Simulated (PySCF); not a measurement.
Te(Me)(NH2) (CH5NTe), SMILES [Te](N)C. Geometry optimised at B3LYP-D3(BJ)/def2-SVP. The def2 effective core potentials stand for the cores of Te; spin–orbit coupling is left out. The values are those of a single conformer.

Question: Give the equilibrium geometry at B3LYP-D3(BJ)/def2-SVP (PySCF confirms it by a frequency run) as bond lengths and angles, and its point group. (Estimate from the structure and the level; the computed values follow.)

Answer: Several could match; the one computed here: point group Cs.
Atoms: Te1 C2 H3 H4 H5 N6 H7 H8. Bonded distances (Å): Te1–C2 2.185, Te1–N6 2.063, C2–H3 1.098, C2–H4 1.098, C2–H5 1.100, N6–H7 1.021, N6–H8 1.021. Bond angles (°): C2–Te1–N6 100.4, Te1–C2–H3 110.0, Te1–C2–H4 110.0, Te1–C2–H5 107.1, H3–C2–H4 110.7, H3–C2–H5 109.4, H4–C2–H5 109.4, Te1–N6–H7 110.6, Te1–N6–H8 110.6, H7–N6–H8 108.3.
Charge 0, spin multiplicity 1.
